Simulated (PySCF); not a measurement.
Electric field gradients and quadrupole coupling constants

Compound: hexachloroethane, C2Cl6.
Atom-mapped SMILES: `[Cl:1][C:2]([Cl:3])([Cl:4])[C:5]([Cl:6])([Cl:7])[Cl:8]`

Structure used (PBE0-D3(BJ)/def2-SVP), in Å, numbered top down from 1:
```xyz
8
C2Cl6 angstrom
Cl    -1.2738    1.4688   -0.9456
C     -0.7359    0.2172    0.1797
Cl    -1.8028   -1.1864    0.0588
Cl    -0.7700    0.8479    1.8301
C      0.7375   -0.2139   -0.1844
Cl     1.2754   -1.4654    0.9409
Cl     1.8044    1.1897   -0.0634
Cl     0.7716   -0.8445   -1.8347
```

Field gradients from the PBE0/pcSseg-1 density (PySCF, non-relativistic), principal values in atomic units, ordered |Vxx| ≤ |Vyy| ≤ |Vzz|:

```json
{"atom": "Cl1", "Vxx": "-2.2185", "Vyy": "-2.3161", "Vzz": "4.5346"}
{"atom": "Cl3", "Vxx": "-2.2184", "Vyy": "-2.3167", "Vzz": "4.5351"}
{"atom": "Cl4", "Vxx": "-2.2189", "Vyy": "-2.3164", "Vzz": "4.5353"}
{"atom": "Cl6", "Vxx": "-2.2185", "Vyy": "-2.3161", "Vzz": "4.5346"}
{"atom": "Cl7", "Vxx": "-2.2183", "Vyy": "-2.3167", "Vzz": "4.5351"}
{"atom": "Cl8", "Vxx": "-2.2189", "Vyy": "-2.3164", "Vzz": "4.5352"}
```

Problem. Find the asymmetry η = (Vxx − Vyy)/Vzz and the couplings χ = eQV/h (234.96 MHz × Q in barn × V in au), with Q(35Cl) = −0.0817 b.

Solution. 
```
atom               environment  nucleus     η  χzz (MHz)  χxx (MHz)  χyy (MHz)
 Cl1  chlorine of a CCl3 group     35Cl  0.02     -87.05      42.59      44.46
 Cl3  chlorine of a CCl3 group     35Cl  0.02     -87.06      42.59      44.47
 Cl4  chlorine of a CCl3 group     35Cl  0.02     -87.06      42.60      44.47
 Cl6  chlorine of a CCl3 group     35Cl  0.02     -87.05      42.59      44.46
 Cl7  chlorine of a CCl3 group     35Cl  0.02     -87.06      42.58      44.47
 Cl8  chlorine of a CCl3 group     35Cl  0.02     -87.06      42.59      44.47
```

The gradient is axial or nearly so (η below 0.05) at Cl1, Cl3, Cl4, Cl6, Cl7 and Cl8. The tensor is traceless: Vxx + Vyy + Vzz = 0.

Problem. What is Vzz at Cl8 in SI units (1 au = 9.71736 × 10²¹ V/m²)?

Solution. 4.5352 au = 44.070 × 10²¹ V/m².

Problem. And the gradient at the other heavy atoms, for which no coupling is worked out here?

Solution. 
| atom | environment | Vzz (au) | η |
| --- | --- | --- | --- |
| C2 | CCl3 carbon | -0.202 | 0.00 |
| C5 | CCl3 carbon | -0.202 | 0.00 |

Geometry: PBE0-D3(BJ)/def2-SVP; no solvent, vibrations or thermal averaging. The basis is small and wasn't made for field gradients, so the couplings can be 20 % off.
